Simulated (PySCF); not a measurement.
Gas-phase reaction: 2 SnCl₃ + Cl₂ = 2 SnCl₄

Method: PySCF energies (xtb for GFN2) plus ideal-gas RRHO corrections (1 bar). † marks an energy on the PBE0/def2-TZVP geometry and frequencies; other levels use their own. MP2 and CCSD(T) freeze the core. Open shells (unrestricted): SnCl₃ (multiplicity 2); the rest are closed-shell singlets. GFN2 has no spin-polarisation term. Sn: scalar-relativistic def2 core potential, no spin-orbit coupling. SnCl₃: computed as isolated molecules; such fragments, hydroxides, amides, oligomers or adducts are transient or little studied in the gas. MP2 isn't extrapolated to the basis-set limit; its ΔH°(298 K) is -505.5 kJ in def2-SVP and -493.7 kJ in def2-TZVPP. CCSD(T) isn't extrapolated to the basis-set limit. The harmonic model lacks anharmonicity and excited electronic states, which grow with temperature; levels with a mode under 35 cm⁻¹ are left out. Soft modes under 120 cm⁻¹ make the harmonic entropy rough for SnCl₃, SnCl₄.

| level | ΔE electronic, kJ | ΔH°(298 K), kJ | ΔS°(298 K), J/K | ΔG°(1800 K), kJ |
|---|---|---|---|---|
| BLYP/def2-TZVP† | -355 | -350 | -190 | -28 |
| CCSD(T)/def2-SVP† | -482 | -478 | -190 | -156 |
| GFN2-xTB | -156 | -152 | -185 | 161 |
| MP2/def2-SVP† | -510 | -505 | -190 | -184 |
| MP2/def2-TZVPP† | -498 | -494 | -190 | -172 |
| PBE/def2-TZVP† | -390 | -385 | -190 | -64 |
| ωB97M-V/def2-TZVP† | -456 | -451 | -190 | -129 |
| ωB97X-V/def2-TZVP† | -473 | -468 | -190 | -146 |
ΔH° is lowest at MP2/def2-SVP† and highest at GFN2-xTB. No reference value is set beside these.
